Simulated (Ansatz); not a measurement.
Consider the substitution at a C–N bond: `NC(O)N[SiH3]` + CH₃NH₂ → `CNC(N)O` + `N[SiH3]`.

Program: Ansatz. Geometries: PBE0-D4/def2-TZVP. ΔE: electronic, gas phase. CBS: MP2 limit from def2 TZ/QZ plus the TZ coupled-cluster correction, frozen cores. This one scheme is used for every species. DFT in def2-TZVPP. Each species was taken in one conformer, which may not be the lowest.

`NC(O)N[SiH3]`:

```xyz
13

N    -0.759    1.774    0.725
C    -0.552    0.579   -0.054
O    -1.761   -0.147   -0.059
N     0.502   -0.275    0.402
Si    1.271   -1.421   -0.641
H    -0.957    1.525    1.688
H     0.076    2.347    0.715
H    -0.290    0.895   -1.074
H    -2.466    0.491   -0.213
H     0.360   -0.558    1.364
H     0.469   -2.628   -0.989
H     2.512   -1.878    0.036
H     1.594   -0.703   -1.901
```

CH₃NH₂:

Cartesian coordinates in Å:
```
C 0.496 0.249 0.121
N -0.587 -0.586 -0.369
H 0.195 1.065 0.794
H 1.023 0.693 -0.726
H 1.219 -0.373 0.655
H -1.264 -0.031 -0.876
H -1.082 -1.017 0.402
```

`CNC(N)O`:

Z-matrix (Å, degrees):
```
C
N 1 1.452
H 1 1.094 2 109.0
H 1 1.097 2 114.0 3 120.8
H 1 1.091 2 109.3 3 -117.2
C 2 1.430 1 114.3 3 -60.3
H 2 1.015 1 110.3 3 176.7
O 6 1.415 2 109.8 1 -63.9
N 6 1.439 2 114.2 1 174.6
H 6 1.100 2 106.9 1 55.4
H 8 0.963 6 106.8 2 -171.6
H 9 1.015 6 109.6 2 59.3
H 9 1.013 6 109.9 2 -59.0
```

`N[SiH3]`:

Z-matrix (Å, degrees):
```
Si
N 1 1.720
H 1 1.486 2 107.9
H 1 1.494 2 116.0 3 -120.3
H 1 1.486 2 107.9 3 119.4
H 2 1.007 1 119.6 3 -168.6
H 2 1.007 1 119.6 3 49.2
```

| level | ΔE (kcal/mol) |
| --- | --- |
| r2SCAN-D4 | -3.4 |
| HF/def2-TZVPP | -3.5 |
| HF/CBS(def2) | -3.5 |
| CCSD/CBS(def2) | -3.4 |

(1) What does CCSD(T)/CBS give? (Estimate.)

Largest T1 diagnostic among the species: 0.011.

Results:

(1) Computed: -3.4 kcal/mol. The listed levels differ from it by 0.0, -0.1, -0.1, 0.0 kcal/mol.
